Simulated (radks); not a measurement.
Results of a calculation; reference values are marked as such.
Problem. Species: a nucleus of charge 13.4 with 13 electrons. Configuration: [Ne] 3s2 3p1. Code: a radial shooting solver on a logarithmic mesh with Libxc functionals. Model: scalar-relativistic Kohn-Sham, BLYP, spin-polarised, spherical densities, finite nucleus; open shells are filled with parallel spins first; Fermi nuclear charge, rms radius 3.061 fm. Some entries of the table are withheld. Estimate them.

| orbital | occ. | eigenvalue (hartree) | <1/r> (bohr^-1) | r(max) (bohr) |
|---|---|---|---|---|
| 1s up | 1 | -59.63119 | 13.03 | 0.07595 |
| 1s down | 1 | -59.62867 | 13.04 | 0.07595 |
| 2s up | 1 | -4.52982 | 2.434 | 0.4786 |
| 2s down | 1 | -4.52712 | 2.434 | 0.4787 |
| 2p up | 3 | -3.04299 | 2.311 | (1) |
| 2p down | 3 | -3.03941 | 2.311 | (2) |
| 3s up | 1 | -0.43971 | 0.5866 | 1.920 |
| 3s down | 1 | -0.41193 | 0.5882 | 1.904 |
| 3p up | 1 | -0.21830 | 0.4582 | 2.326 |

Solution. 
(1) 2p up r(max) (bohr): 0.4102
(2) 2p down r(max) (bohr): 0.4104
